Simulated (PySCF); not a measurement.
Compound: C₂H₁₂N₂Si₃ (charge +1 and doublet state).
Structure used (GFN2-xTB), in Å, numbered top down from 1:
```
atom  x, y, z in Å
C1     1.245   -0.013    2.030
Si2    0.737    0.060    0.211
C3     2.111    0.277   -1.070
N4    -0.517    1.300   -0.031
Si5   -2.140    1.083   -0.476
Si6   -1.889   -1.397   -0.678
N7    -0.262   -1.356   -0.196
H8     0.389   -0.128    2.691
H9     1.770    0.889    2.328
H10    1.916   -0.846    2.216
H11    2.681    1.183   -0.886
H12    1.718    0.336   -2.081
H13    2.814   -0.550   -1.038
H14   -0.193    2.242    0.123
H15   -2.502    1.531   -1.815
H16   -3.134    1.261    0.575
H17   -2.145   -1.685   -2.084
H18   -2.835   -1.941    0.288
H19    0.226   -2.235   -0.114
```

The hyperfine couplings belong to this conformer and change with its torsions.

Identity: `C[Si]1(C)N[SiH2][SiH2][NH+]1` [radical] (charge +1).

Computed with UKS B3LYP, pcH-1 on C H N Si, non-relativistic, mean-field spin-orbit, GIAO in PySCF 2.14.0. Geometry: GFN2-xTB; no solvent, vibrations or thermal averaging. GFN2-xTB frequencies show an imaginary mode (37i cm⁻¹), so this geometry is no minimum at that level. The geometry wasn't refined by DFT: couplings that depend on bond lengths, twists or pyramidal angles can differ widely from those at the functional's own minimum, by a factor of two or more for some ions and for spin on atoms past the first row. No stability test was run, so a lower SCF solution isn't excluded.

(1) Match the computed a_iso(29Si) values -32.9, -5.1 MHz (means over equivalent nuclei) with the sites Si2; Si5/Si6.

(2) Match the computed a_iso(1H) values +72.7, +41.2, +0.9 MHz (means over equivalent nuclei) with the sites H8 (×6); H14/H19; H15/H16/H17/H18.

## Answers

(1) 
| site | a_iso (MHz) | ρ(0) (bohr⁻³) | position | distance from Si6 (Å) | spin population | largest \|T\| (MHz) |
| --- | --- | --- | --- | --- | --- | --- |
| Si2 | -5.1 | +0.0057 | 2 bonds from Si5 | 3.13 | 0.00 | 5.4 |
| Si5/Si6 | -32.9 | +0.0370 | a main spin site | 1.25 | +0.37 | 99.5 |

(2) 
```json
{"site": "H8 (×6)", "a_iso (MHz)": "+0.9", "ρ(0) (bohr⁻³)": "+0.0002", "position": "4 bonds from Si5", "distance from Si6 (Å)": "4.77", "bound to": "C1/C3", "spin population there": "0.00", "largest |T| (MHz)": "1.5"}
{"site": "H14/H19", "a_iso (MHz)": "+41.2", "ρ(0) (bohr⁻³)": "+0.0092", "position": "2 bonds from Si5", "distance from Si6 (Å)": "3.22", "bound to": "N4/N7", "spin population there": "+0.05", "largest |T| (MHz)": "8.8"}
{"site": "H15/H16/H17/H18", "a_iso (MHz)": "+72.7", "ρ(0) (bohr⁻³)": "+0.0163", "position": "1 bond from Si5", "distance from Si6 (Å)": "2.33", "bound to": "Si5/Si6", "spin population there": "+0.37", "largest |T| (MHz)": "7.1"}
```

ρ(0) is the spin density at the nucleus and T the dipolar tensor; a_iso includes a spin–orbit part; entries for several nuclei are means. The largest Mulliken spin populations are on Si6 (+0.37), Si5 (+0.37) and H16 (+0.06). Main spin sites, with 60 % or more of the largest population: Si5, Si6; positions count bonds from the nearest.

Means are taken over nuclei equivalent by connectivity, which assumes that they swap fast. The 1H value of +72.7 MHz is a mean of couplings from 19.1 to 129.4 MHz in this one geometry, not an average over conformers.

The SMILES `C[Si]1(C)N[SiH2][SiH2][NH+]1` draws the unpaired electron on N7, whose computed spin population is only +0.04.
